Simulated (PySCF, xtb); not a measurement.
ClF3H2OSi2, SMILES F[Si](F)(F)O[SiH2]Cl.

Geometry optimised at PBE0-D3(BJ)/def2-SVP. This is a generated structure with no PubChem entry under its InChIKey; it may be hypothetical. One conformer was computed; it need not be the lowest.

The numbers are results of IEF-PCM-ωB97X/def2-SVP (PySCF), not measurements.

The values are the electrostatic part of the solvation free energy, E(continuum) − E(gas) at the gas-phase geometry, in a cavity of scaled van der Waals radii (PySCF's table); cavitation and dispersion terms are not included. In vacuum the orbital gap is 14.02 eV. The dipole moment in vacuum is 2.22 D.

```csv
solvent,ε,ΔG(elec) (kcal/mol),dipole (D),gap (eV)
water,78.36,-2.6,2.61,14.05
chloroform,4.71,-1.9,2.50,14.04
acetone,20.49,-2.5,2.59,14.05
```

For comparison, GFN2-xTB/ALPB(water) (xtb, at the GFN2-xTB geometry, all terms of that model) gives 1.4 kcal/mol.
